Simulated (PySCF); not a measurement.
# Bond lengths and vibrations by method: GeH3NSi

All numbers below are calculated, not measured. The program is PySCF 2.14.0, an open-source quantum chemistry code, run on an isolated molecule that a program drew, which may never have been made. The molecule is GeH3NSi (charge 0, singlet), drawn as the SMILES string `[SiH][N]=[GeH2]`.

The geometry was optimised and harmonic frequencies were computed with HF and MP2, all in the cc-pV(D+d)Z basis, for the commonest isotopes, with a restricted reference for singlets and an unrestricted one otherwise, and a frozen core in MP2. Germanium has the cc-pVDZ-PP basis, with a core potential (ECP10MDF) in place of its 10 inner electrons, and its 3s, 3p and 3d shells are frozen in MP2. Each result is a local minimum of its method.

Geometry at the HF minimum:
```xyz
6
GeH3NSi, angstrom
Si   -1.3554    3.6014    0.4375
N    -0.7919    2.0296    0.5810
Ge   -0.1494    0.5472    0.9670
H    -1.9742    3.4936   -0.9581
H    -0.9543   -0.5345    1.6677
H     1.2803    0.1628    0.6250
```

Lengths of the bonds as drawn, in Å (atoms numbered as above):
```
  bond     HF    MP2
Si1-N2  1.676  1.700
N2-Ge3  1.661  1.715
Si1-H4  1.530  1.528
Ge3-H5  1.519  1.526
Ge3-H6  1.519  1.526
```

Rotational constants, in GHz:
| constant | HF | MP2 |
|---|---|---|
| A | 90.32 | 86.48 |
| B | 2.041 | 1.957 |
| C | 2.033 | 1.95 |

Harmonic frequencies in cm^-1, each column in rising order, so a row needn't be the same motion in every method:
```
rank    HF   MP2
   1   114   107
   2   163   140
   3   415   433
   4   512   460
   5   599   481
   6   667     ?
   7   904   827
   8   951   879
   9  1315  1169
  10  2040  2045
  11  2274  2222
  12  2291  2227
```

**Estimate the missing MP2 frequency from the HF column.**

A single factor s that minimises the squared misfit of MP2 against s times HF over the other rows is sum(HF x MP2) / sum(HF^2) = 0.9640, with an rms misfit of 54 cm^-1. For rank 6 it gives 0.9640 x 667 = 643 cm^-1. The calculation gives 611 cm^-1, 32 cm^-1 below the estimate. The drawn bonds are on average 1.1 % longer in MP2 than in HF.
